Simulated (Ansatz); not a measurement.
Frontier orbitals of C2H8AlClSe, SMILES `[CH3][Al-]([CH3])([Cl])[SeH2+]`.

Charge 0, multiplicity 1. Correlated methods include outer-core shells of Se, which these sets cover unevenly. Scalar relativity is left out up to krypton. The structure was optimised at the PBE0-D4/def2-TZVP level. It is one conformer, not always the lowest. Basis def2-TZVPP, Ansatz 0.2.0.

Orbital energies of one run (eV). Highest occupied ones, from the top: -7.02, -7.58, -8.22, -8.25, -8.76, -10.23, -10.29, -10.37, -10.45, -10.72, -11.23, -12.56, -18.17, -18.39. Empty: -1.29, -0.81, 0.44, 0.70, 1.39, 1.45.

Which functional gave them?
A. B97M-V
B. LDA (SPW92)
C. HSE06 (plane-wave form)
D. BLYP

C. HOMO energies: HSE06 -7.02, B97M-V -6.49, LDA (SPW92) -6.28, BLYP -6.01 eV.
